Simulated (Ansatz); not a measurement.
`N[Si](S)(Cl)C=O` and `C[Si](N)(S)Cl` differ in one atom or group.

Ansatz, PBE0-D4/def2-TZVP geometries, multiplicity 1. Each molecule was computed in one conformer, which needn't be the lowest.

| property | `N[Si](S)(Cl)C=O` |
| --- | --- |
| HOMO energy (ωB97M-V/def2-TZVPP) / eV | -9.35 |
| size of the dipole moment (ωB97M-V/def2-TZVPP) / D | 1.88 |
| LUMO energy (B3LYP/def2-TZVPP) / eV | -2.04 |
| HOMO energy (PBE/def2-TZVPP) / eV | -5.61 |
| HOMO–LUMO gap (B3LYP/def2-TZVPP) / eV | 4.83 |
| HOMO energy (B3LYP/def2-TZVPP) / eV | -6.87 |

**Question.** What does the change do to each property? (An estimate is asked.)

**Answer.** Computed: 
```tsv
property	`C[Si](N)(S)Cl`	shift
HOMO energy (ωB97M-V/def2-TZVPP) / eV	-9.74	-0.39
size of the dipole moment (ωB97M-V/def2-TZVPP) / D	2.84	0.96
LUMO energy (B3LYP/def2-TZVPP) / eV	0.21	2.25
HOMO energy (PBE/def2-TZVPP) / eV	-6.26	-0.65
HOMO–LUMO gap (B3LYP/def2-TZVPP) / eV	7.48	2.65
HOMO energy (B3LYP/def2-TZVPP) / eV	-7.26	-0.39
```

With PBE0 the HOMO falls by 0.44 eV and the LUMO rises by 2.33 eV, so the gap widens by about 2.77 eV. PBE moves the HOMO by -0.65 eV and ωB97M-V by -0.39 eV. Dipoles are sizes alone; their direction can turn.

B3LYP here is the variant with VWN-RPA as its local correlation; programs differ in this.
